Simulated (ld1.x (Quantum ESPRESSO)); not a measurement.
**Before and after: TM potential for In**

* Element: indium
* Generator: ld1.x (Quantum ESPRESSO) 7.5
* Type: norm-conserving Troullier–Martins (Kleinman–Bylander form)
* Functional: revPBE
* Relativity: fully relativistic
* Frozen core: [Kr] 4d10
* Valence charge: 3
* Reference configuration: 5s2 5p1
* Partial waves: 5p (bound): rc 2.45 bohr; 5s (bound): rc 2.10 bohr
* Local potential: the s channel
* Core correction: Bessel-smoothed model core inside 2.10 bohr

Open shells are filled in proportion to 2j + 1 (rel_dist='average').

Change: non-relativistic.

Cutoffs: the cutoffs (Ry, on a coarse ladder) from which the occupation-weighted sum of valence levels, in a spherical-Bessel basis at the reference potential, stays within 10 and 1 mRy of its value at 400 Ry; they do not see the model core or the augmentation charge, which bear on the density cutoff. Errors are all-electron minus pseudo energies relative to the spin-unpolarised reference configuration.

How do hardness, ghosts and transferability respond?

The potential gets softer (18 Ry and 30 Ry → 15 Ry and 25 Ry); of the 7 tests that both files solve, the error grows in 0 and shrinks in 6 by more than 15 % and 0.3 meV (median size 23.2 → 15.9 meV); neither file shows a bound ghost.

| quantity | base | changed |
| --- | --- | --- |
| cutoff, loose | 18 Ry | 15 Ry |
| cutoff, tight | 30 Ry | 25 Ry |
| bound ghosts | none | none |
| error for 5s2 5p0, meV [ΔE 5.29 → 5.35 eV] | -15 | -12 |
| error for 5s1 5p0, meV [ΔE 24.37 → 23.58 eV] | -216 | -166 |
| error for 5s2 5p0.5, meV [ΔE 1.91 → 1.95 eV] | -2.4 | -1.8 |
| error for 5s1 5p1, meV [ΔE 11.86 → 11.17 eV] | -62 | -44 |
| error for 5s0 5p3, meV [ΔE 11.87 → 10.48 eV] | -93 | -64 |
| error for 5s1 5p2, meV [ΔE 5.81 → 5.14 eV] | -23 | -16 |
| error for 5s2 5p1.3, meV [ΔE -0.52 → -0.54 eV] | -0.3 | -0.3 |
| s: phases at 2.66 bohr within 0.05 rad from the reference energy up to (Ry; the scan ends near 5) | 2.7 | 2.7 |
